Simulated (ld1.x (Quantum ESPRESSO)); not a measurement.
## Reading a pseudo-wave (N (Z = 7))

Columns: radius, all-electron u(r) and pseudo u(r) of the 2s shell (level -18.70 eV) of nitrogen in the configuration [He] 2s1.75 2p3.25; PBE, scalar-relativistic, TM scheme, ld1.x (Quantum ESPRESSO) 7.5.

```json
{"r (bohr)": "0.068", "all-electron": "0.3356", "pseudo": "-0.0555"}
{"r (bohr)": "0.135", "all-electron": "0.3826", "pseudo": "-0.1117"}
{"r (bohr)": "0.202", "all-electron": "0.2884", "pseudo": "-0.1709"}
{"r (bohr)": "0.270", "all-electron": "0.1283", "pseudo": "-0.2356"}
{"r (bohr)": "0.338", "all-electron": "-0.0521", "pseudo": "-0.3062"}
{"r (bohr)": "0.405", "all-electron": "-0.2255", "pseudo": "-0.3821"}
{"r (bohr)": "0.473", "all-electron": "-0.3848", "pseudo": "-0.4651"}
{"r (bohr)": "0.540", "all-electron": "-0.5201", "pseudo": "-0.5505"}
{"r (bohr)": "0.608", "all-electron": "-0.6339", "pseudo": "-0.6368"}
{"r (bohr)": "0.675", "all-electron": "-0.7232", "pseudo": "-0.7160"}
{"r (bohr)": "0.742", "all-electron": "-0.7912", "pseudo": "-0.7838"}
{"r (bohr)": "0.810", "all-electron": "-0.8407", "pseudo": "-0.8365"}
{"r (bohr)": "0.878", "all-electron": "-0.8728", "pseudo": "-0.8715"}
{"r (bohr)": "0.945", "all-electron": "-0.8902", "pseudo": "-0.8900"}
{"r (bohr)": "1.013", "all-electron": "-0.8955", "pseudo": "-0.8955"}
{"r (bohr)": "1.080", "all-electron": "-0.8910", "pseudo": "-0.8910"}
{"r (bohr)": "1.148", "all-electron": "-0.8782", "pseudo": "-0.8782"}
{"r (bohr)": "1.215", "all-electron": "-0.8594", "pseudo": "-0.8594"}
{"r (bohr)": "1.283", "all-electron": "-0.8354", "pseudo": "-0.8354"}
{"r (bohr)": "1.350", "all-electron": "-0.8080", "pseudo": "-0.8080"}
{"r (bohr)": "1.418", "all-electron": "-0.7776", "pseudo": "-0.7776"}
{"r (bohr)": "1.485", "all-electron": "-0.7458", "pseudo": "-0.7458"}
{"r (bohr)": "1.553", "all-electron": "-0.7124", "pseudo": "-0.7124"}
{"r (bohr)": "1.620", "all-electron": "-0.6790", "pseudo": "-0.6790"}
{"r (bohr)": "1.688", "all-electron": "-0.6449", "pseudo": "-0.6449"}
{"r (bohr)": "1.755", "all-electron": "-0.6117", "pseudo": "-0.6117"}
```

Question: How many radial nodes do the two functions have?

Answer: The all-electron 2s function has n − l − 1 = 1; the pseudo-wave has 0, since the states of the same l below it are removed with the core.

Question: At about which radius was the pseudo-wave matched?

Answer: 1.05 bohr. The columns agree to 0.0005 from 0.94 bohr on; several derivatives are matched, so the curves merge somewhat inside the radius.

Question: Where does each function peak?

Answer: Outermost all-electron maximum near 1.01 bohr, pseudo maximum near 1.01 bohr (to the table’s step).

Question: Is the pseudo-wave norm-conserving?

Answer: Yes: the TM scheme keeps the norm inside the radius equal to the all-electron one, which fixes the energy derivative of the logarithmic derivative at the level.
